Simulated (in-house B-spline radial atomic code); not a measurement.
## Binding energies in La III (La2+)

NIST's tabulated ground configuration is [Xe] 5d1; each binding energy is the energy of the ion with one electron taken from that subshell, relaxed, less that of the parent. Method: Dirac-Kohn-Sham PBE0, spherical fractional occupations, Fermi nucleus of rms radius 4.855 fm. Calculated with an all-electron radial atomic-structure program (B-spline basis). Energies include first-order Breit, QED and recoil terms.

Caution: exact exchange at fractional occupations of open shells leaves self-interaction of up to several eV.

```json
{"subshell": "1s", "X-ray name": "K", "binding energy (eV)": "39053.2", "-ε (eV)": "38838.1", "relaxation (eV)": "-345.5"}
{"subshell": "2s", "X-ray name": "L1", "binding energy (eV)": "6262.7", "-ε (eV)": "6218.5", "relaxation (eV)": "-59.9"}
{"subshell": "2p1/2", "X-ray name": "L2", "binding energy (eV)": "5922", "-ε (eV)": "5861.6", "relaxation (eV)": "-75.5"}
{"subshell": "2p3/2", "X-ray name": "L3", "binding energy (eV)": "5514.8", "-ε (eV)": "5448.1", "relaxation (eV)": "-76.9"}
{"subshell": "3s", "X-ray name": "M1", "binding energy (eV)": "1369.6", "-ε (eV)": "1352.0", "relaxation (eV)": "-20.4"}
{"subshell": "3p1/2", "X-ray name": "M2", "binding energy (eV)": "1220.1", "-ε (eV)": "1201.3", "relaxation (eV)": "-21.2"}
{"subshell": "3p3/2", "X-ray name": "M3", "binding energy (eV)": "1141.4", "-ε (eV)": "1120.2", "relaxation (eV)": "-22.7"}
{"subshell": "3d3/2", "X-ray name": "M4", "binding energy (eV)": "882", "-ε (eV)": "857.0", "relaxation (eV)": "-25.7"}
{"subshell": "3d5/2", "X-ray name": "M5", "binding energy (eV)": "865.7", "-ε (eV)": "839.7", "relaxation (eV)": "-26.3"}
{"subshell": "4s", "X-ray name": "N1", "binding energy (eV)": "297.7", "-ε (eV)": "288.5", "relaxation (eV)": "-9.8"}
{"subshell": "4p1/2", "X-ray name": "N2", "binding energy (eV)": "241.5", "-ε (eV)": "232.4", "relaxation (eV)": "-9.5"}
{"subshell": "4p3/2", "X-ray name": "N3", "binding energy (eV)": "225.1", "-ε (eV)": "215.1", "relaxation (eV)": "-10.2"}
{"subshell": "4d3/2", "X-ray name": "N4", "binding energy (eV)": "132.2", "-ε (eV)": "122.6", "relaxation (eV)": "-9.6"}
{"subshell": "4d5/2", "X-ray name": "N5", "binding energy (eV)": "129.5", "-ε (eV)": "119.6", "relaxation (eV)": "-9.9"}
{"subshell": "5s", "X-ray name": "O1", "binding energy (eV)": "59.77", "-ε (eV)": "54.46", "relaxation (eV)": "-5.39"}
{"subshell": "5p1/2", "X-ray name": "O2", "binding energy (eV)": "43.54", "-ε (eV)": "38.60", "relaxation (eV)": "-4.98"}
{"subshell": "5p3/2", "X-ray name": "O3", "binding energy (eV)": "41.21", "-ε (eV)": "36.00", "relaxation (eV)": "-5.23"}
{"subshell": "5d", "X-ray name": "O4,5", "binding energy (eV)": "17.93", "-ε (eV)": "13.84", "relaxation (eV)": "-4.07"}
```

Relaxation = -ε minus the binding energy without Breit, QED and recoil terms. With a density functional, K lines can miss by some tenths of a per cent, more in light atoms. For a density functional the relaxation so defined is negative, because -ε of a Kohn-Sham level is smaller than the binding energy.

Emission lines follow as differences of binding energies, with λ = 12398.42 eV·Å / E:

```csv
line,holes,energy (eV),wavelength (Å)
K-L3,1s → 2p3/2,33538.4,0.36968
K-L2,1s → 2p1/2,33131.2,0.37422
K-M3,1s → 3p3/2,37911.8,0.32703
L3-M5,2p3/2 → 3d5/2,4649.1,2.6668
L2-M4,2p1/2 → 3d3/2,5040.0,2.46
L1-M3,2s → 3p3/2,5121.3,2.421
L3-M1,2p3/2 → 3s,4145.2,2.991
L2-N4,2p1/2 → 4d3/2,5789.8,2.1414
```

Task: What screening constant σ does Moseley's law, E = (3/4)·13.6057 eV·(Z - σ)², need for K-L3?

Result: σ = -0.33.

Moseley's non-relativistic formula needs a falling, then negative, screening constant for heavy elements, because relativity binds the 1s electron more strongly than the formula allows.

Task: What does it cost to remove both a 4p1/2 and a 5p3/2 electron?

Result: 296.62 eV, which is 13.88 eV more than the two single binding energies together.

Task: What does it cost to remove both a 3p1/2 and a 4d5/2 electron?

Result: 1376 eV, which is 26.41 eV more than the two single binding energies together.

Task: What does it cost to remove both a 2p3/2 and a 2p1/2 electron?

Result: 11614 eV, which is 177.3 eV more than the two single binding energies together.
